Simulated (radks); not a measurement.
Values are calculated unless marked as measured or tabulated.
Q: Lu30+, configuration [Kr] 4d5 (the NIST ground configuration). Code: a radial shooting solver on a logarithmic mesh with Libxc functionals. Model: scalar-relativistic Kohn-Sham, LDA (Slater exchange, VWN5 correlation), spin-polarised, spherical densities, finite nucleus; open shells are filled with parallel spins first (spin-orbit coupling, left out, can overturn this in heavy ions); Fermi nuclear charge, rms radius 5.37 fm. Some entries of the table are withheld. Estimate them.

orbital  occ.  eigenvalue (eV)  <r> (bohr)
1s up       1        -64286.82     0.01934
1s down     1        -64286.62     0.01934
2s up       1        -11879.01     0.08190
2s down     1        -11874.32     0.08189
2p up       3        -10590.99     0.07294
2p down     3        -10587.07     0.07293
3s up       1        -3542.962      0.2116
3s down     1        -3539.742      0.2115
3p up       3        -3156.064      0.2109
3p down     3        -3152.659      0.2107
3d up       5        -2695.723      0.1907
3d down     5        -2691.422      0.1906
4s up       1        -1483.169      0.4413
4s down     1        -1471.828      0.4416
4p up       3        -1343.402         (1)
4p down     3        -1332.221         (2)
4d up       5              (3)      0.4603
4d down     0              (4)      0.4610

A: 
(1) 4p up <r> (bohr): 0.4561
(2) 4p down <r> (bohr): 0.4566
(3) 4d up eigenvalue (eV): -1167.378
(4) 4d down eigenvalue (eV): -1156.246
